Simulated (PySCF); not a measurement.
Species: hexafluorophosphate, PF6 (charge -1).
Cartesian coordinates in Å at the PBE0-D3(BJ)/def2-SVP level; atoms count from 1:
```
atom  x, y, z in Å
F1     0.597    0.411    1.455
P2     0.006   -0.003   -0.007
F3     1.423   -0.720   -0.377
F4    -1.411    0.716    0.363
F5     0.556    1.402   -0.628
F6    -0.544   -1.407    0.615
F7    -0.587   -0.417   -1.469
```

Jobs on this species (7 atoms, 70 electrons) with PySCF (density fitting). Hardware of each: one thread of an Arm Neoverse V1, no GPU, on a shared host. The host was shared with other jobs, so the times are rough. Peak memory is the resident size of the whole Python process, interpreter and libraries included.

Task: Rank these jobs by wall time, shortest first.
A. PBE0/IGLO-III; shieldings, charges and field gradients; 254 basis functions
B. PBE0/aug-cc-pVDZ; shieldings, charges and field gradients; 165 basis functions
C. PBE0-D3(BJ)/def2-SVP, grid level 1; geometry optimisation from a GFN2-xTB start shaken at random; 102 basis functions
D. PBE0/def2-SVP; shieldings, charges and field gradients; 102 basis functions

Result: D (6.5 s), B (13 s), A (24 s), C (51 s).

All jobs:

| level and settings | work | basis functions | SCF cycles | wall time | peak memory |
| --- | --- | --- | --- | --- | --- |
| PBE0/def2-SVP | shieldings, charges and field gradients | 102 | 11 | 6.5 s | 0.52 GiB |
| PBE0/cc-pVDZ | shieldings, charges and field gradients | 102 | 12 | 6.5 s | 0.55 GiB |
| PBE0/aug-cc-pVDZ | shieldings, charges and field gradients | 165 | 12 | 13 s | 0.85 GiB |
| PBE0/cc-pVTZ | shieldings, charges and field gradients | 214 | 12 | 20 s | 1.1 GiB |
| PBE0/IGLO-III | shieldings, charges and field gradients | 254 | 12 | 24 s | 1.2 GiB |
| PBE0/def2-TZVP | shieldings, charges and field gradients | 223 | 12 | 25 s | 1.1 GiB |
| PBE0-D3(BJ)/def2-SVP, grid level 1 | geometry optimisation from a GFN2-xTB start shaken at random | 102 | 78 | 51 s | 0.42 GiB |

Task: What do all jobs in the table cost together?

Result: About 2.4 min; the longest takes about 35 % of that, and about 7.8 times as long as the shortest.
